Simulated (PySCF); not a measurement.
BrH9O3Si4.
Bonds: Si1–O2, O2–Si3, Si3–O4, O4–Si5, Si3–O6, O6–Si7, Si7–Br8. Hydrogens: H9, H10, H11 on Si1; H12 on Si3; H13, H14, H15 on Si5; H16, H17 on Si7.

Computed with PBE0-D3(BJ)/def2-SVP geometry optimisation, gas phase in PySCF 2.14.0.

Task: Give the optimised bond lengths and angles.

Result: 
| bond | length (Å) | order |
| --- | --- | --- |
| Si1–O2, O4–Si5 | 1.662 | single |
| O2–Si3, Si3–O4 | 1.638 | single |
| Si3–O6 | 1.658 | single |
| O6–Si7 | 1.644 | single |
| Si7–Br8 | 2.234 | single |
| Si1–H9 and 5 like bonds | 1.491 | single |
| Si3–H12 | 1.471 | single |
| Si7–H16, Si7–H17 | 1.484 | single |

Bonds in one row agree within 0.01 Å and their mean is given. Orders are formal, as drawn. A selection of angles:
| angle | degrees |
| --- | --- |
| O2–Si1–H9 | 107.9 |
| O2–Si1–H10 | 110.1 |
| H9–Si1–H10 | 109.3 |
| Si1–O2–Si3 | 151.8 |
| O2–Si3–O4 | 110.6 |
| O2–Si3–O6 | 109.8 |
| O2–Si3–H12 | 109.8 |
| O6–Si3–H12 | 107.8 |
| Si3–O4–Si5 | 149.5 |
| Si3–O6–Si7 | 139.7 |
| O6–Si7–Br8 | 109.2 |
| O6–Si7–H16 | 109.3 |
| O6–Si7–H17 | 111.2 |
| Br8–Si7–H16 | 107.8 |
| H16–Si7–H17 | 112.3 |

Torsions: Si1–O2–Si3–O4 46° (synclinal); O2–Si3–O4–Si5 -23° (synperiplanar); O2–Si3–O6–Si7 76° (synclinal); Si3–O6–Si7–Br8 -34° (synclinal). The mirror-image conformer, all signs reversed, is as good.

Si1 (oxygen-bound silicon) is tetrahedral (angles from 107.9° to 110.1°). The O–Si distances run from 1.635 Å (O2–Si3, drawn single) to 1.662 Å (O4–Si5, drawn single), a spread of 0.027 Å. Si7 (oxygen-bound silicon) is tetrahedral (angles from 106.9° to 112.3°). Of the pairs four or more bonds apart, Si1···Br8 is among the closest relative to their van der Waals radii: 3.80 Å, 96 % of the sum of Bondi's values. Si3 (oxygen-bound silicon) is tetrahedral (angles from 107.8° to 110.6°).

Point group: C1 (no symmetry element, even within 0.4 Å). No frequency check. One conformer, not necessarily the lowest.
